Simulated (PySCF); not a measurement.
## Calculated data, AlBCl2H2, AlBF2H2, AlBH5NO, Al2BH4O

Calculation on a computer-drawn molecule: the log of a Hartree-Fock and frozen-core CCSD(T) single point meant for a local Hartree-Fock minimum, with one planted fault or none, to be diagnosed. Offsets are logged minus clean, where the clean run is the same molecule without the fault. The reference is restricted for singlets and unrestricted otherwise, and also for a bond in bohr or an excited solution. Adding or removing an electron swaps singlet and doublet. The excited solution moves the top pair (singlet) or top alpha electron (doublet) to the lowest empty orbital. Highest occupied and lowest empty are orbital energies over both spins, largest force is the largest gradient component, triples share is (T) over the correlation energy, the T1 limit is 0.02 restricted and 0.045 unrestricted, electrons count all cores, a negative frequency is imaginary (commonest isotopes), and the dipole is about the centre of nuclear charge. Program: PySCF 2.14.0.

Common to all runs: meant charge 0; meant basis cc-pV(D+d)Z; logged SCF converged yes; possible faults no fault, one electron removed, one electron added, multiplicity raised by two, geometry at a saddle point, SCF held on an excited solution, minimal basis STO-3G, one bond length entered in bohr, all coordinates scaled.

(1) 
```xyz
6
formula=AlBCl2H2 meant_multiplicity=1 logged_electrons=54 logged_basis_functions=93 logged_spin_squared=0 logged_highest_occupied=-11.131 logged_lowest_empty=0.7981 logged_largest_force=2.71e-05 logged_lowest_frequency=127.81 logged_T1_diagnostic=0.010151 logged_D1_diagnostic=0.029074 logged_triples_share=0.022966 logged_CC_converged=yes logged_dipole_magnitude=2.1143 logged_SCF_stable_within_its_kind=yes logged_energy_HF=-1186.89825 logged_energy_CCSD(T)=-1187.36461 planted_fault=no_fault HF_energy_offset_from_clean_run=0 CCSD(T)_energy_offset_from_clean_run=0
B     -1.7904    -2.1136     0.1887
Al     0.3334    -2.0391     0.1015
Cl     1.4954    -1.5541     1.7932
Cl     1.3845    -2.4466    -1.6807
H     -2.4649    -1.1477    -0.0404
H     -2.3743    -3.1238     0.4695
```

Units: logged_highest_occupied, logged_lowest_empty in eV; logged_largest_force in hartree/bohr; logged_lowest_frequency in cm⁻¹; logged_dipole_magnitude in debye; logged_energy_HF, logged_energy_CCSD(T) in hartree; HF_energy_offset_from_clean_run, CCSD(T)_energy_offset_from_clean_run in kcal/mol.

Drawn bonds:
```tsv
atom	other atom	order
1	2	1
2	3	1
2	4	1
1	5	1
1	6	1
```

(2) 
```xyz
6
formula=AlBCl2H2 meant_multiplicity=1 logged_electrons=54 logged_basis_functions=34 logged_spin_squared=0 logged_highest_occupied=-9.3166 logged_lowest_empty=5.4048 logged_largest_force=0.024544 logged_T1_diagnostic=0.0078852 logged_D1_diagnostic=0.026629 logged_triples_share=0.018888 logged_CC_converged=yes logged_dipole_magnitude=3.3445 logged_SCF_stable_within_its_kind=yes logged_energy_HF=-1173.86694 logged_energy_CCSD(T)=-1173.95144 planted_fault=minimal_basis_STO-3G HF_energy_offset_from_clean_run=8177 CCSD(T)_energy_offset_from_clean_run=8417
B     -1.7904    -2.1136     0.1887
Al     0.3334    -2.0391     0.1015
Cl     1.4954    -1.5541     1.7932
Cl     1.3845    -2.4466    -1.6807
H     -2.4649    -1.1477    -0.0404
H     -2.3743    -3.1238     0.4695
```

Units: logged_highest_occupied, logged_lowest_empty in eV; logged_largest_force in hartree/bohr; logged_dipole_magnitude in debye; logged_energy_HF, logged_energy_CCSD(T) in hartree; HF_energy_offset_from_clean_run, CCSD(T)_energy_offset_from_clean_run in kcal/mol.

Drawn bonds:
```tsv
atom	other atom	order
1	2	1
2	3	1
2	4	1
1	5	1
1	6	1
```

(3) 
```xyz
6
formula=AlBCl2H2 meant_multiplicity=1 logged_electrons=54 logged_basis_functions=93 logged_spin_squared=0 logged_highest_occupied=-11.142 logged_lowest_empty=0.62005 logged_largest_force=0.022392 logged_T1_diagnostic=0.010943 logged_D1_diagnostic=0.031567 logged_triples_share=0.023804 logged_CC_converged=yes logged_dipole_magnitude=2.5929 logged_SCF_stable_within_its_kind=yes logged_energy_HF=-1186.88911 logged_energy_CCSD(T)=-1187.35693 planted_fault=all_coordinates_scaled,by_+4.4_% HF_energy_offset_from_clean_run=5.731 CCSD(T)_energy_offset_from_clean_run=4.819
B     -1.8691    -2.2066     0.1970
Al     0.3481    -2.1288     0.1059
Cl     1.5612    -1.6225     1.8721
Cl     1.4454    -2.5543    -1.7547
H     -2.5733    -1.1982    -0.0422
H     -2.4788    -3.2613     0.4902
```

Units: logged_highest_occupied, logged_lowest_empty in eV; logged_largest_force in hartree/bohr; logged_dipole_magnitude in debye; logged_energy_HF, logged_energy_CCSD(T) in hartree; HF_energy_offset_from_clean_run, CCSD(T)_energy_offset_from_clean_run in kcal/mol.

Drawn bonds:
```tsv
atom	other atom	order
1	2	1
2	3	1
2	4	1
1	5	1
1	6	1
```

(4) 
```xyz
6
formula=AlBF2H2 meant_multiplicity=1 logged_electrons=38 logged_basis_functions=75 logged_spin_squared=0 logged_highest_occupied=-6.8758 logged_lowest_empty=-4.3648 logged_largest_force=0.087794 logged_CC_converged=no logged_dipole_magnitude=0.075857 logged_SCF_stable_within_its_kind=no logged_energy_HF=-466.40456 planted_fault=SCF_held_on_an_excited_solution HF_energy_offset_from_clean_run=231.9
B      1.0299    -1.5993     1.2603
Al     0.7244    -2.5113    -0.6370
F     -0.6571    -2.2785    -1.5082
F      1.8545    -3.4947    -1.3279
H      1.5397    -0.5184     1.3659
H      0.7016    -2.1391     2.2802
```

Units: logged_highest_occupied, logged_lowest_empty in eV; logged_largest_force in hartree/bohr; logged_dipole_magnitude in debye; logged_energy_HF in hartree; HF_energy_offset_from_clean_run in kcal/mol.

Drawn bonds:
```tsv
atom	other atom	order
1	2	1
2	3	1
2	4	1
1	5	1
1	6	1
```

Notes: CCSD not converged.

(5) 
```xyz
6
formula=AlBF2H2 meant_multiplicity=1 logged_electrons=38 logged_basis_functions=75 logged_spin_squared=2.0089 logged_highest_occupied=-8.5861 logged_lowest_empty=-1.8914 logged_largest_force=0.042154 logged_T1_diagnostic=0.017759 logged_D1_diagnostic=0.074705 logged_triples_share=0.017268 logged_CC_converged=yes logged_dipole_magnitude=0.42054 logged_SCF_stable_within_its_kind=yes logged_energy_HF=-466.667 logged_energy_CCSD(T)=-467.2058 planted_fault=multiplicity_raised_by_two HF_energy_offset_from_clean_run=67.25 CCSD(T)_energy_offset_from_clean_run=72.13
B      1.0299    -1.5993     1.2603
Al     0.7244    -2.5113    -0.6370
F     -0.6571    -2.2785    -1.5082
F      1.8545    -3.4947    -1.3279
H      1.5397    -0.5184     1.3659
H      0.7016    -2.1391     2.2802
```

Units: logged_highest_occupied, logged_lowest_empty in eV; logged_largest_force in hartree/bohr; logged_dipole_magnitude in debye; logged_energy_HF, logged_energy_CCSD(T) in hartree; HF_energy_offset_from_clean_run, CCSD(T)_energy_offset_from_clean_run in kcal/mol.

Drawn bonds:
```tsv
atom	other atom	order
1	2	1
2	3	1
2	4	1
1	5	1
1	6	1
```

(6) 
```xyz
9
formula=AlBH5NO meant_multiplicity=1 logged_electrons=38 logged_basis_functions=90 logged_spin_squared=0 logged_highest_occupied=-10.443 logged_lowest_empty=1.1618 logged_largest_force=2.55e-05 logged_lowest_frequency=-99.759 logged_T1_diagnostic=0.013415 logged_D1_diagnostic=0.048292 logged_triples_share=0.02191 logged_CC_converged=yes logged_dipole_magnitude=2.1491 logged_SCF_stable_within_its_kind=yes logged_energy_HF=-398.89314 logged_energy_CCSD(T)=-399.44717 planted_fault=geometry_at_a_saddle_point HF_energy_offset_from_clean_run=0.8498 CCSD(T)_energy_offset_from_clean_run=0.2955
B     -1.9366     0.3706     0.0000
Al     0.2124     0.2582     0.0000
N      1.0574    -1.2951     0.0000
O      1.1241     1.6889     0.0000
H     -2.5284     1.4177     0.0000
H     -2.6316    -0.6140     0.0000
H      2.0496    -1.4408     0.0000
H      0.5938    -2.1847     0.0000
H      2.0593     1.7992     0.0000
```

Units: logged_highest_occupied, logged_lowest_empty in eV; logged_largest_force in hartree/bohr; logged_lowest_frequency in cm⁻¹; logged_dipole_magnitude in debye; logged_energy_HF, logged_energy_CCSD(T) in hartree; HF_energy_offset_from_clean_run, CCSD(T)_energy_offset_from_clean_run in kcal/mol.

Drawn bonds:
```tsv
atom	other atom	order
1	2	1
2	3	1
2	4	1
1	5	1
1	6	1
3	7	1
3	8	1
4	9	1
```

(7) 
```xyz
9
formula=AlBH5NO meant_multiplicity=1 logged_electrons=38 logged_basis_functions=90 logged_spin_squared=2.0092 logged_highest_occupied=-7.654 logged_lowest_empty=-0.53677 logged_largest_force=0.042114 logged_T1_diagnostic=0.01589 logged_D1_diagnostic=0.063767 logged_triples_share=0.022447 logged_CC_converged=yes logged_dipole_magnitude=4.105 logged_SCF_stable_within_its_kind=yes logged_energy_HF=-398.80016 logged_energy_CCSD(T)=-399.34276 planted_fault=multiplicity_raised_by_two HF_energy_offset_from_clean_run=59.19 CCSD(T)_energy_offset_from_clean_run=65.81
B     -1.1685    -0.9598    -0.0495
Al    -2.2499     0.8735     0.1875
N     -1.4724     2.4624     0.2231
O     -3.9347     0.7605     0.3465
H     -0.9354    -1.4436    -1.1277
H     -0.7530    -1.5954     0.8856
H     -0.4855     2.6190     0.1358
H     -1.9348     3.3459     0.3322
H     -4.5853     1.4315     0.4593
```

Units: logged_highest_occupied, logged_lowest_empty in eV; logged_largest_force in hartree/bohr; logged_dipole_magnitude in debye; logged_energy_HF, logged_energy_CCSD(T) in hartree; HF_energy_offset_from_clean_run, CCSD(T)_energy_offset_from_clean_run in kcal/mol.

Drawn bonds:
```tsv
atom	other atom	order
1	2	1
2	3	1
2	4	1
1	5	1
1	6	1
3	7	1
3	8	1
4	9	1
```

(8) 
```xyz
8
formula=Al2BH4O meant_multiplicity=2 logged_electrons=43 logged_basis_functions=94 logged_spin_squared=0.9858 logged_highest_occupied=-7.5918 logged_lowest_empty=0.8591 logged_largest_force=0.010203 logged_T1_diagnostic=0.046675 logged_D1_diagnostic=0.18124 logged_triples_share=0.021577 logged_CC_converged=yes logged_dipole_magnitude=0.89707 logged_SCF_stable_within_its_kind=yes logged_energy_HF=-585.65886 logged_energy_CCSD(T)=-586.08672
B     -0.0132    -0.1655     3.2252
Al    -0.4006     0.6186     1.2517
O     -1.9803     0.6163     0.6087
Al     2.9528     2.1131    -2.0746
H     -0.2052     0.4763     4.2277
H      0.4570    -1.2605     3.4101
H     -2.7824     0.3214     1.0064
H      3.5562     3.5898    -2.1831
```

Units: logged_highest_occupied, logged_lowest_empty in eV; logged_largest_force in hartree/bohr; logged_dipole_magnitude in debye; logged_energy_HF, logged_energy_CCSD(T) in hartree.

Drawn bonds:
```tsv
atom	other atom	order
1	2	1
2	3	1
2	4	1
1	5	1
1	6	1
3	7	1
4	8	1
```

Notes: T1 above single-reference limit.

## Withheld values
1. Which fault was planted in the run of Al2BH4O (entry 8)?

## Answers
1. one bond length entered in bohr, row 3 of the drawn bonds

Further results for Al2BH4O (entry 8):

- HF energy offset from clean run: 25.45 kcal/mol
- CCSD(T) energy offset from clean run: 26.39 kcal/mol
